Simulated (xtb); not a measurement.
xtb input (GFN2-xTB):

```bash
xtb mol.xyz --gfn 2 --ohess tight --chrg -1 --uhf 0
```
mol.xyz:
```
6

B      0.69788004     0.17736045    -0.03019419
C     -0.89711331     0.15024087    -0.03789387
H      1.31636801    -0.82993908     0.24468241
H      1.32468747     1.17554813    -0.12496268
H     -1.23705647    -0.51916067    -0.89088187
H     -1.26131455    -0.13711104     0.87941675
```

End of the output:

```
optimized geometry written to: xtbopt.xyz

           -------------------------------------------------
          | TOTAL ENERGY               -5.530933331238 Eh   |
          | TOTAL ENTHALPY             -5.485724923077 Eh   |
          | TOTAL FREE ENERGY          -5.511659155877 Eh   |
          | GRADIENT NORM               0.000164273929 Eh/α |
          | HOMO-LUMO GAP               5.127113206289 eV   |
           -------------------------------------------------

------------------------------------------------------------------------
------------------------------------------------------------------------
 total:
 SCF:
 ANC optimizer:
 analytical hessian:
```

It need not be the lowest isomer of its formula. Whether it binds its extra electron was not tested at this geometry.
